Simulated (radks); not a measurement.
Task: These are the eigenvalues of the occupied orbitals of an atom or ion with whole-number occupations (hartree). All-electron calculation, non-relativistic Kohn-Sham, PBE, spin-polarised, spherical densities, point nucleus. Program: a radial shooting solver on a logarithmic mesh with Libxc functionals.

1s up: -28.09884
2s up: -1.82939
2s down: -1.69485
2p up: -1.14894
2p down: -1.02301
3d up: -0.02929

Which element is it, and in what charge state? The configuration may be excited. Open shells, if any, are filled with parallel spins first.

Result: Z = 9, fluorine, charge 0: F in 1s1 2s2 2p5 3d1. The list shows which subshells hold electrons but not how many an open one holds; the 1s level, -28.099 hartree, gives Z - s = 7.5 by -(Z - s)^2/2, which with screening narrows Z to a few neighbours, and the depths of the outer levels then fix element, charge and occupations together.
